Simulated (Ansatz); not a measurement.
`F[Si](F)(F)[SiH3]` + NH₃ → `N[Si](F)(F)[SiH3]` + H–F at 700 K and 1 bar (ligand exchange at the Si–F bond).

Program: Ansatz. Geometries: PBE0-D4/def2-TZVP. ΔE: electronic, gas phase. CCSD(T)/CBS is the MP2 limit (def2-TZVPP, def2-QZVPP) plus CCSD(T) − MP2 in def2-TZVPP, frozen cores. This one scheme is used for every species. Each species was taken in one conformer, which may not be the lowest.

```tsv
species	CCSD(T)/CBS energy (Eh)	H − E (kJ/mol)	S (J/(mol·K))
`F[Si](F)(F)[SiH3]`	-879.54323	163.8	450.4
NH₃	-56.50880	116.9	226.5
`N[Si](F)(F)[SiH3]`	-835.62453	236.3	496.3
H–F	-100.39570	45.2	198.5
```

H − E and S are ideal-gas, rigid-rotor, harmonic terms from PBE0-D4/def2-TZVP, for one conformer and one mirror image of each species. 1 Eh = 2625.50 kJ/mol, R = 8.31446 J/(mol·K).

Question: By hand: ΔE, ΔH, ΔS and ΔG.

Answer: ΔE = (-835.62453) + (-100.39570) − (-879.54323) − (-56.50880) = 0.03180 Eh = 83.5 kJ/mol. Δ(H − E) = 236.3 + 45.2 − 163.8 − 116.9 = 0.8, so ΔH = 84.3 kJ/mol. ΔS = 496.3 + 198.5 − 450.4 − 226.5 = 17.9 J/(mol·K). ΔG = 84.3 − 700 × (17.9)/1000 = 71.8 kJ/mol.

Question: By hand: the equilibrium constant, and the temperature at which ΔG would vanish if ΔH and ΔS stayed fixed.

Answer: log₁₀ K = −ΔG/(RT ln 10) = -5.4. ΔG = 0 at ΔH/ΔS = 4709 K, far beyond where these terms or the molecules hold.

ΔH outweighs TΔS. A doubt of 5 kJ/mol in ΔE shifts log₁₀ K by 0.4 here. Other conformers and mirror images would add mixing entropy, several J/(mol·K) or more a flexible species. These are equilibria of isolated gas molecules and say nothing of rates. Largest T1 diagnostic: 0.013 (customary marks: 0.02 for closed shells, 0.045 for open ones).
